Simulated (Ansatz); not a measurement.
Molecule: MoH₆, charge 0, multiplicity 1. 
Geometry from a B3LYP-D3(BJ)/def2-TZVP (Ansatz, a program for electronic structure) optimisation:
SMILES: [MoH6]
```xyz
7

Mo     0.0065    -0.0062    -0.0618
H     -0.4539    -0.7860     1.3033
H     -0.7547     0.8525     1.1073
H     -0.5134    -1.5975    -0.2825
H     -1.0282     1.2068    -0.6180
H      0.8169     0.3087     1.3267
H      1.6615     0.2760    -0.2426
```
Charge 0, spin multiplicity 1.

Quantity: atomisation energy (electronic, to ground-state atoms), in kcal/mol. Valence correlation only, unless marked. Open shells are spin-unrestricted. No spin-orbit coupling. The frozen core is the preceding noble-gas configuration, with the filled d and f shells of earlier blocks. Past Kr the def2 sets carry scalar-relativistic core potentials. STO-3G rows are all-electron and non-relativistic. The coupled-cluster limit lacks core correlation, which all-electron functionals hold. CBS(X,Y): correlation extrapolated as X^-3; Hartree-Fock from the larger set.

```csv
level,program,atomisation energy (kcal/mol)
PBE-D3(BJ)/def2-TZVPD,Ansatz + dftd3,370.5
revPBE-D4/def2-TZVPD,Ansatz + dftd4,367.4
PBE0-D3(BJ)/def2-TZVPD,Ansatz + dftd3,347.3
PBE0-D4/def2-TZVPD,Ansatz + dftd4,347.5
r2SCAN0-D4/def2-TZVPD,Ansatz + dftd4,339.2
HSE06-D4/def2-TZVPD,Ansatz + dftd4,347.7
CAM-B3LYP-D3(BJ)/def2-TZVPD,Ansatz + dftd3,365.9
```

Problem. What does CCSD(T)/CBS(def2-TZVPP,def2-QZVPP) (Ansatz) give?

Solution. 357.7 kcal/mol
